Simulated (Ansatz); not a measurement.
YF₃, relaxed as a quintet with UKS PBE-D4/def2-TZVP in Ansatz, starting from the PBE-D4/def2-TZVP geometry of the neutral singlet. Force threshold 0.02 eV/Å.

In the def2 sets Y takes a core potential; there is no spin–orbit coupling. The gap within one spin of the charge 0 quintet nearly closes, so an electron or hole may be smeared out by delocalisation error. In the quintet, F2 and F3 lie 1.87 Å apart (atoms count from 1), so these atoms are partly bonded to each other. At PBE-D4/def2-TZVP a singlet of charge 0 lies 12.17 eV below the quintet, each at its own geometry. The structure comes from a short search, and lower isomers may exist.

Start:

```xyz
4

Y    -0.102    0.041    0.112
F     0.432   -1.707    0.943
F    -1.432    0.035   -1.392
F     1.102    1.632    0.337
```

Task: Estimate the energy that the relaxation releases and the steps that it takes.

Result: 256.9 kJ/mol, in 19 steps; 98 s on 4 threads of Intel Xeon on a shared host. The force fell under the threshold at step 18, but the optimiser went on. No frequencies were taken in this run, so the end may be a saddle point.

Task: Does the start keep its bonding and symmetry?

Result: By distances, no bond broke or formed. The bond that changes most is Y1–F3, from 2.01 to 2.41 Å (atoms count from 1). A close non-bonded pair moves further: F2–F3, from 3.46 to 1.87 Å. Point group C3v at the start, Cs at the end, both within 0.05 Å.

Task: Predict the relaxed structure.

Result: 
Cartesian coordinates in Å:
```
Y 0.3070 0.4566 0.0571
F -0.3339 -1.8381 0.3974
F -1.3529 -0.9877 -0.9223
F 1.3798 2.3691 0.4678
```
Bond lengths: 3 × F–Y 2.23 to 2.41 Å.
